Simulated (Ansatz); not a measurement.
C2H6AlFO at its PBE0-D4/def2-TZVP geometry, where that method's forces vanish. The species carries charge 0 and has multiplicity 1. The bonds changed during the relaxation, so this is another structure than the one it started from.

```xyz
11

C     1.3610   -0.5403    0.4473
C     0.0966   -0.7634   -0.3050
F    -1.0749   -0.7819    0.7423
Al   -1.3148    0.5291   -0.6831
O    -1.1869    2.1337   -0.1449
H     1.5614   -1.3235    1.1846
H     1.3910    0.4316    0.9434
H     2.1748   -0.5594   -0.2858
H     0.0353   -1.7673   -0.7255
H    -2.5482    0.1589   -1.5851
H    -0.4952    2.4826    0.4118
```

Problem. What forces (eV/Å) does PBE-D4/def2-TZVPP give on these atoms in the Gaussian-basis code of Ansatz? (An estimate is asked.)

Solution. Ansatz gave: 
```
C1  -0.049  0.000 -0.018
C2   0.270  0.064 -0.256
F3  -0.351 -0.158  0.458
Al4 -0.042 -0.111 -0.271
O5  -0.333  0.223 -0.140
H6   0.067 -0.163  0.155
H7   0.022  0.203  0.098
H8   0.177 -0.005 -0.136
H9   0.002 -0.221 -0.104
H10 -0.101 -0.012 -0.052
H11  0.339  0.181  0.268
```
